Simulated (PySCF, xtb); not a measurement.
H₆N₃OTa, SMILES [NH2][Ta]([NH2])([NH2])=[O], multiplicity 1.

GFN2-xTB in xtb at its own geometry gives an orbital gap of 3.76 eV and a dipole moment of 6.22 D.

Geometry optimised at B3LYP-D3(BJ)/def2-SVP. The spin state was assumed, not searched. The structure was generated by enumeration; whether it is a known compound was not checked. The def2 effective core potentials stand for the cores of Ta; spin–orbit coupling is left out. The values are those of a single conformer.

Question: What does CAM-B3LYP/def2-TZVP in PySCF give? (An estimate is asked for; the answer gives what the named calculation found.)

Answer: gap 8.99 eV (levels -8.35 and 0.64 eV), dipole 4.04 D.
